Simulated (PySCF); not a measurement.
## [Gd(H2O)4]3+ at several levels of theory

Computed with PySCF 2.14.0 (density fitting, no spin-orbit coupling) at the geometry relaxed with PBE0:

```xyz
13
[Gd(H2O)4]3+ (singlet in the valence; each metal's 4f electrons, 7 of them, lie in its core potential, out of spins and levels)
Gd    0.0001    0.0000    0.0000
O     1.3762    1.2759    1.3413
H     1.3085    1.4368    2.3099
H     2.1777    1.7849    1.0835
O    -1.3758   -1.3414    1.2761
H    -2.1780   -1.0834    1.7846
H    -1.3087   -2.3098    1.4365
O     1.3762   -1.2759   -1.3413
H     2.1777   -1.7849   -1.0835
H     1.3085   -1.4368   -2.3099
O    -1.3758    1.3414   -1.2761
H    -1.3087    2.3098   -1.4365
H    -2.1780    1.0834   -1.7846
```

| level | basis | state | HOMO (eV) | gap (eV) | charge on Gd1 (e) | population of f-type functions on Gd1 (polarisation alone where 4f lies in the core) | dipole about the centre of mass (D) | largest force component (eV/Å) |
| --- | --- | --- | --- | --- | --- | --- | --- | --- |
| PBE0 | Gd lcecp-1-SVP with ECP53, O def2-SVP, H def2-SVP | singlet | -24.26 | 9.03 | 1.77 | 0.05 | 0.00 | 0.01 |
| TPSSh | the same | singlet | -23.22 | 7.64 | 1.74 | 0.05 | 0.00 | 0.25 |

In the lcecp rows the 4f levels are missing from HOMO and gap, and the state counts the valence alone.

Charges are Mulliken's, which hang on the basis. The relaxation used the grid (50, 194), these runs (75, 302) or, all-electron (x2c bases, spin-free X2C Hamiltonian), (99, 590).

(1) What does wB97X with Gd lcecp-1-SVP with ECP53, O def2-SVP, H def2-SVP give here?

No frequency check is given that shows the relaxed geometry to be a minimum, and it was reached by following one of several unstable modes of a saddle point. An lcecp potential fixes the number of 4f electrons, so in runs with it no electron can move into or out of that shell.

Answers

(1) state singlet, HOMO (eV) -26.85, gap (eV) 13.91, charge on Gd1 (e) 1.79, population of f-type functions on Gd1 (polarisation alone where 4f lies in the core) 0.05, dipole about the centre of mass (D) 0.00, largest force component (eV/Å) 0.07. Time: 18 s on 2 threads of Intel(R) Xeon(R) Platinum 8488C (Sapphire Rapids) (shared host), from an already converged density.
